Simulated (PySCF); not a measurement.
C4H10Sn, SMILES C=[CH][SnH2][CH2]C. Geometry optimised at B3LYP-D3(BJ)/def2-SVP. The def2 effective core potentials stand for the cores of Sn; spin–orbit coupling is left out. The values are those of a single conformer.

Computed equilibrium geometry at B3LYP-D3(BJ)/def2-SVP (PySCF confirms it by a frequency run) as bond lengths and angles (one conformer of several):
Atoms: Sn1 C2 C3 C4 C5 H6 H7 H8 H9 H10 H11 H12 H13 H14 H15. Bonds (Å): Sn1–C2 2.154, Sn1–C4 2.182, Sn1–H6 1.727, Sn1–H7 1.728, C2–C3 1.338, C2–H8 1.098, C3–H9 1.098, C3–H10 1.096, C4–C5 1.529, C4–H11 1.102, C4–H12 1.102, C5–H13 1.103, C5–H14 1.103, C5–H15 1.104. Bond angles (°): C2–Sn1–C4 111.1, C2–Sn1–H6 107.1, C2–Sn1–H7 110.2, C4–Sn1–H6 110.3, C4–Sn1–H7 108.9, H6–Sn1–H7 109.3, Sn1–C2–C3 123.2, Sn1–C2–H8 118.3, C3–C2–H8 118.5, C2–C3–H9 122.0, C2–C3–H10 122.3, H9–C3–H10 115.7, Sn1–C4–C5 113.7, Sn1–C4–H11 106.8, Sn1–C4–H12 106.7, C5–C4–H11 111.2, C5–C4–H12 111.3, H11–C4–H12 106.7, C4–C5–H13 111.8, C4–C5–H14 111.8, C4–C5–H15 111.6, H13–C5–H14 107.2, H13–C5–H15 107.1, H14–C5–H15 107.1.
Charge 0, spin multiplicity 1.
